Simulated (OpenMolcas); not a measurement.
# Ti2+: ligand-field states by method

Ti2+ with its 6 nearest fluoride ions at 2.173 Å, on the Y site of Cs2NaYF6 (a = 9.075 Å, distance in the model lattice 2.178 Å). The rest of the host is ab initio model potentials to 7.6 Å, with orthogonalisation functions on the cations behind the ligands, and point charges beyond; the distance is set by hand and nothing relaxes, and no local charge compensation is placed. Ligand basis ANO-RCC-VDZP.

```
Program             : OpenMolcas
Basis               : ANO-RCC-VTZP [6s5p3d2f1g]
Scalar Hamiltonian  : DKH2, point nucleus
Active space        : 2 electrons in 5 orbitals (3d)
State averaging     : 2S+1 = 3 even, 10 roots; 2S+1 = 1 even, 15 roots
Spin-orbit coupling : state interaction with AMFI integrals over the reference wave functions
```

I. CASSCF
II. SS-CASPT2, IPEA 0.25 Eh, imaginary shift 0.1 Eh (closed shells correlated: 3s 3p and the ligand valence shells)
III. SS-CASPT2, IPEA 0 Eh, imaginary shift 0.1 Eh (closed shells correlated: 3s 3p and the ligand valence shells)

Spin-free states (labels of O, the rotations of Oh) in cm-1, each column counted from its own energy of the first state listed:

| State | Degeneracy | I | II | III |
| --- | --- | --- | --- | --- |
| 3T1 | 3 | 0 | 0 | 0 |
| 3T2 | 3 | 9699 | 10710 | 10730 |
| 1T2 | 3 | 11972 | 9070 | 9130 |
| 1E | 2 | 12215 | 9670 | 9700 |
| 3A2 | 1 | 20933 | 22500 | 22330 |
| 3T1 | 3 | 21584 | 19800 | 19510 |
| 1A1 | 1 | 23629 | 18880 | 18300 |
| 1T2 | 3 | 24014 | 21390 | 21180 |
| 1T1 | 3 | 26543 | 24420 | 24590 |
| 1E | 2 | 35365 | 33750 | 33660 |
| 1A1 | 1 | 54486 | 47190 | 46720 |

From I to II, I's first state of the same spin (3T2) moves from 9699 to 10710 cm-1, by about +1000 cm-1.

From I to II, I's first state of another spin (1T2) moves from 11972 to 9070 cm-1, by about -2900 cm-1.

I: A least-squares ligand-field fit to the states below 45000 cm-1, each weighted by its degeneracy and with a free common offset, gives 10Dq = 11372 cm-1, B = 864 cm-1 and C = 3208 cm-1 (C/B = 3.71), with an rms deviation of 186 cm-1. The same method and metal basis give the free ion B = 891 cm-1 (fit to its terms below 60000 cm-1, rms deviation 68 cm-1), so the nephelauxetic ratio is β = 864 / 891 = 0.97; it hangs on how both fits weigh the states, and computed free-ion B values tend to be too large, so β mixes covalency with correlation.

II: A least-squares ligand-field fit to the states below 45000 cm-1, each weighted by its degeneracy and with a free common offset, gives 10Dq = 12150 cm-1, B = 688 cm-1 and C = 2437 cm-1 (C/B = 3.54), with an rms deviation of 291 cm-1. The same method and metal basis give the free ion B = 791 cm-1 (fit to its terms below 60000 cm-1, rms deviation 557 cm-1), so the nephelauxetic ratio is β = 688 / 791 = 0.87; it hangs on how both fits weigh the states, and computed free-ion B values tend to be too large, so β mixes covalency with correlation.

III: A least-squares ligand-field fit to the states below 45000 cm-1, each weighted by its degeneracy and with a free common offset, gives 10Dq = 12118 cm-1, B = 670 cm-1 and C = 2482 cm-1 (C/B = 3.70), with an rms deviation of 434 cm-1. The same method and metal basis give the free ion B = 769 cm-1 (fit to its terms below 60000 cm-1, rms deviation 623 cm-1), so the nephelauxetic ratio is β = 670 / 769 = 0.87; it hangs on how both fits weigh the states, and computed free-ion B values tend to be too large, so β mixes covalency with correlation.

From I to II, 10Dq changes by +7 %, B by -20 % and C by -24 %.

χT at 300 K: I 1.10, II 1.10, III 1.10 cm3 K/mol.

Roots that are degenerate in the reference are averaged as groups; the widest CASPT2 spread within a group is 720 cm-1 (the 3-fold group of multiplicity 1 near 21200 cm-1 above the lowest state of its run, III). Shifts and gaps below about the spread of the groups concerned are not significant. Over all roots computed the reference weight is 0.72 to 0.74 in II, 0.72 to 0.73 in III; a low but even weight reflects the number of correlated electrons. An orbital triplet at a regular site is open to Jahn-Teller coupling, which can distort the site and quench the lowest spin-orbit gaps and is left out. Ligand-to-metal charge-transfer states are missing. With no ligand orbital active B as a rule stays too high, so bands that hang on it stand too high and its fall with covalency is understated. Without dynamic correlation the repulsion within the d shell is too large (B by tens of per cent), so at a given field states of lower spin stand too high (holds for I). With metal d orbitals alone and no dynamic correlation 10Dq can be off by a tenth to a fifth, either way, in oxide and fluoride hosts (holds for I). With one d shell and no ligand orbital active, 10Dq can be off by tens of per cent for divalent 3d ions, low with halides held by bare charges and at times high in hosts (holds for II; III). Free-ion shares, where given, are those of the reference states; single-state CASPT2 does not remix them (holds for II; III). No measured value stands beside these numbers; the geometry was set by hand and not optimised.
